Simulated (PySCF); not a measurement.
Molecule: `COCBF`, C₂H₆BFO.

Geometry:
```
atom   x (Å)   y (Å)   z (Å)
  C1  -1.402   1.013  -0.462
  O2  -0.199   0.751   0.187
  C3   0.348  -0.490  -0.134
  B4   1.691  -0.757   0.629
  F5   2.334  -1.885   0.366
  H6  -1.287   1.012  -1.565
  H7  -1.749   2.008  -0.148
  H8  -2.184   0.270  -0.205
  H9   0.533  -0.597  -1.229
 H10  -0.348  -1.329   0.109
 H11   2.175  -0.012   1.448
```

Geometry PBE0-D3(BJ)/def2-SVP throughout; GIAO in PySCF, gas phase, one conformer, non-relativistic; equivalent atoms averaged; functional PBE0.

**Question.** How do the absolute shieldings σ depend on the basis set? (ppm; last column core-seconds on shared hosts with different chips, so compare them loosely)

**Answer.** 
| basis set | functions | C3 | C1 | O2 | B4 | F5 | H11 | H9/H10 | H6/H7/H8 | core-s |
| --- | --- | --- | --- | --- | --- | --- | --- | --- | --- | --- |
| STO-3G | 31 | 182.4 | 184.2 | 383.1 | 78.3 | 198.5 | 26.55 | 30.86 | 30.89 | 3.8 |
| 6-31G | 57 | 132.7 | 140.8 | 334.4 | 58.3 | 182.8 | 25.87 | 29.43 | 29.26 | 7.3 |
| pcSseg-1 | 115 | 114.8 | 122.4 | 336.6 | 41.9 | 190.2 | 25.51 | 28.27 | 28.06 | 7.3 |
| pcSseg-2 | 264 | 112.1 | 120.2 | 333.5 | 39.7 | 194.5 | 25.47 | 28.10 | 27.98 | 45 |

**Question.** Which nucleus moves most, in ppm?

**Answer.** C3 (sp3 CH2 bonded to B and O): from 112.1 ppm with pcSseg-2 to 182.4 ppm with STO-3G. The smallest spread is 1.08 ppm, at H11. Proton shifts span only some 12 ppm, so a few tenths of a ppm matter as much there as several ppm in carbon.

**Question.** Taking the largest basis, pcSseg-2 (264 functions), as the yardstick, rank the others by their worst heavy-atom deviation.

**Answer.** pcSseg-1 4.2 ppm (115 functions), 6-31G 20.6 ppm (57 functions), STO-3G 70.3 ppm (31 functions).

A small basis that lands close on one nucleus may do so by chance; judge by the trend and by all nuclei.
